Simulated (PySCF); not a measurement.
AlClFH.

```xyz
4

Al    -0.5080    -0.5577     0.0000
H     -2.0382    -0.9145     0.0000
F      0.6198    -1.7743     0.0000
Cl     0.1803     1.4196     0.0000
```

Geometry: PBE-D3(BJ)/def2-TZVP.

The numbers are results of PySCF with PBE0/pcSseg-2, not measurements. Non-relativistic, no solvent.

Computed absolute GIAO shielding of each atom: isotropic value and principal components (ppm):
| atom | σ(iso) | σ11 | σ22 | σ33 | span |
|---|---|---|---|---|---|
| Al1 | 423.6 | 372.0 | 403.0 | 496.0 | 124.0 |
| H2 | 26.4 | 22.5 | 24.3 | 32.5 | 10.0 |
| F3 | 316.9 | 230.7 | 314.2 | 405.6 | 174.8 |
| Cl4 | 915.0 | 776.4 | 873.8 | 1094.9 | 318.6 |
